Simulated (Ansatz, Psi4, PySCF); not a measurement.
C6H18Si2, charge +1, doublet, geometry from GFN2-xTB (a state made from the parent by changing its charge; the spin is typed, not shown lowest). Base run: B3LYP5/STO-3G run with PySCF.

Geometry (Å):
```xyz
26

C     -1.7369    -0.7469    -1.7283
Si    -1.3354    -0.2216     0.0490
C     -2.0079     1.4726     0.5719
C     -1.4656    -1.5905     1.3547
Si     1.3259     0.2199    -0.0637
C      1.7246     0.7525     1.7120
C      1.4586     1.5834    -1.3750
C      1.9992    -1.4764    -0.5788
H     -1.2061    -1.6486    -2.0201
H     -1.5005     0.0299    -2.4498
H     -2.8000    -0.9572    -1.8215
H     -3.0913     1.4311     0.6576
H     -1.6227     1.7874     1.5376
H     -1.7742     2.2486    -0.1516
H     -2.5073    -1.8684     1.4981
H     -0.9323    -2.4903     1.0613
H     -1.0834    -1.2741     2.3211
H      2.7887     0.9563     1.8081
H      1.1985     1.6592     1.9967
H      1.4803    -0.0187     2.4370
H      1.0793     1.2626    -2.3410
H      0.9240     2.4841    -1.0870
H      2.5006     1.8613    -1.5167
H      1.6132    -1.7964    -1.5424
H      1.7669    -2.2488     0.1489
H      3.0825    -1.4344    -0.6660
```
Charge +1, spin multiplicity 2.
Orbitals are unrestricted.
All else is at PySCF's defaults.

The same geometry, method and basis name were run in Ansatz (a first-principles code) and Psi4 and PySCF, at each program's defaults and at the settings that a row names. The base is PySCF at its defaults. Differences at the defaults can come from grids, fitting, cores and function types together.

```tsv
code and settings	ΔE vs base (mEh)	basis functions	E (Eh)	SCF cycles
PySCF, defaults (exact integrals, its default grid, spherical functions)	0.000	66	-808.51218	9
Psi4, defaults (density fitting with its default set, its default grid, spherical functions)	-2.925	66	-808.51511	7
Ansatz, defaults (factorised integrals, its default grid, spherical functions)	0.001	66	-808.51218	-
PySCF, density fitting with def2-universal-jkfit	-2.917	66	-808.51510	9
PySCF, fine grid	-0.004	66	-808.51219	9
Psi4, exact integrals, spherical functions, fine grid	-0.005	66	-808.51219	11
Ansatz, high accuracy	-0.004	66	-808.51219	-
```

Open shells are given as the SCF converged; they aren't shown to be the lowest states, and a large step between rows can be another state.
